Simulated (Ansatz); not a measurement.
`C=N[SiH2]S` + H–F → `C=N[SiH2]F` + H₂S at 600 K and 1 bar (ligand exchange at the Si–S bond).

Gas-phase electronic energies from Ansatz, PBE0-D4/def2-TZVP geometries. CCSD(T)/CBS is the MP2 limit (def2-TZVPP, def2-QZVPP) plus CCSD(T) − MP2 in def2-TZVPP, frozen cores. This one scheme is used for every species. Each species was taken in one conformer, which may not be the lowest.

```
     species  CCSD(T)/CBS energy (Eh)  H − E (kJ/mol)  S (J/(mol·K))
`C=N[SiH2]S`               -782.63012           205.2          408.8
         H–F               -100.39570            42.3          194.0
`C=N[SiH2]F`               -484.08456           180.3          372.0
         H₂S               -398.97279            60.8          230.9
```

H − E and S are ideal-gas, rigid-rotor, harmonic terms from PBE0-D4/def2-TZVP, for one conformer and one mirror image of each species. 1 Eh = 2625.50 kJ/mol, R = 8.31446 J/(mol·K).

Question: By hand: ΔE, ΔH, ΔS and ΔG.

Answer: ΔE = (-484.08456) + (-398.97279) − (-782.63012) − (-100.39570) = -0.03153 Eh = -82.8 kJ/mol. Δ(H − E) = 180.3 + 60.8 − 205.2 − 42.3 = -6.4, so ΔH = -89.2 kJ/mol. ΔS = 372.0 + 230.9 − 408.8 − 194.0 = 0.1 J/(mol·K). ΔG = -89.2 − 600 × (0.1)/1000 = -89.3 kJ/mol.

Question: By hand: the equilibrium constant, and the temperature at which ΔG would vanish if ΔH and ΔS stayed fixed.

Answer: log₁₀ K = −ΔG/(RT ln 10) = 7.8. ΔH and −TΔS have one sign here, so there is no such temperature.

The number of gas molecules stays the same, so ΔS is small and ΔH decides. A doubt of 5 kJ/mol in ΔE shifts log₁₀ K by 0.4 here. Other conformers and mirror images would add mixing entropy, several J/(mol·K) or more a flexible species. These are equilibria of isolated gas molecules and say nothing of rates. Largest T1 diagnostic: 0.013 (customary marks: 0.02 for closed shells, 0.045 for open ones).

ΔS is within the doubt of such terms, so its sign, and with it that verdict, could turn.
